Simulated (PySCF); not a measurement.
## Nuclear quadrupole coupling in `[H]/N=C\[C@@H]1C[C@@H]1S(=O)(=O)[O-]`

C4H6NO3S (charge -1).
Structure used (GFN2-xTB), in Å, numbered top down from 1:
```xyz
15
C4H6NO3S angstrom
N      1.9507    0.7799   -1.7737
C      0.9933    0.2569   -1.1364
C      0.9155    0.0588    0.3144
C      0.2720   -1.2010    0.8525
C     -0.4260    0.0917    0.9879
S     -1.8716    0.3447   -0.1052
O     -2.9983    0.3260    0.8224
O     -1.6372    1.6405   -0.7279
O     -1.8523   -0.7812   -1.0361
H      2.7072    1.1162   -1.1687
H      0.1429   -0.1058   -1.7011
H      1.7683    0.4527    0.8711
H      0.7227   -1.6795    1.7140
H     -0.1544   -1.8735    0.1223
H     -0.5370    0.5816    1.9426
```

Field gradients from the PBE0/pcSseg-1 density (PySCF, non-relativistic), principal values in atomic units, ordered |Vxx| ≤ |Vyy| ≤ |Vzz|:

```csv
atom,Vxx,Vyy,Vzz
N1,0.4153,0.5262,-0.9415
S6,-0.1475,-0.2242,0.3718
O7,-0.5702,-0.8329,1.4031
O8,-0.5742,-0.8056,1.3799
O9,-0.5227,-0.8442,1.3669
```

Task: Find the asymmetry η = (Vxx − Vyy)/Vzz and the couplings χ = eQV/h (234.96 MHz × Q in barn × V in au), with Q(14N) = 0.02044 b, Q(33S) = −0.0678 b, Q(17O) = −0.0256 b.

Result: 
```
atom         environment  nucleus     η  χzz (MHz)  χxx (MHz)  χyy (MHz)
  N1      imine nitrogen      14N  0.12     -4.522      1.994      2.527
  S6     sulfonyl sulfur      33S  0.21      -5.92       2.35       3.57
  O7  oxygen bonded to S      17O  0.19      -8.44       3.43       5.01
  O8  oxygen bonded to S      17O  0.17      -8.30       3.45       4.85
  O9  oxygen bonded to S      17O  0.24      -8.22       3.14       5.08
```

The tensor is traceless: Vxx + Vyy + Vzz = 0.

Task: What is Vzz at N1 in SI units (1 au = 9.71736 × 10²¹ V/m²)?

Result: -0.9415 au = -9.149 × 10²¹ V/m².

Task: And the gradient at the other heavy atoms, for which no coupling is worked out here?

Result: 
```json
{"atom": "C2", "environment": "imine carbon", "Vzz (au)": "0.500", "η": "0.36"}
{"atom": "C3", "environment": "three-membered-ring carbon", "Vzz (au)": "0.164", "η": "0.66"}
{"atom": "C4", "environment": "three-membered-ring carbon", "Vzz (au)": "0.202", "η": "0.14"}
{"atom": "C5", "environment": "sp3 carbon bound to sulfur", "Vzz (au)": "0.174", "η": "0.43"}
```

Were the hydrogens deuterons (Q(2H) = 0.00286 b), χzz would run from 197 kHz (H11) to 254 kHz (H10).

Isolated species at its GFN2-xTB geometry (one conformer only). The pcSseg-1 basis has no diffuse functions, a weakness for an anion. GFN2-xTB bond lengths can be off by several hundredths of an ångström, more for odd bonds, and the gradients follow them. The basis is small and wasn't made for field gradients, so the couplings can be 20 % off.
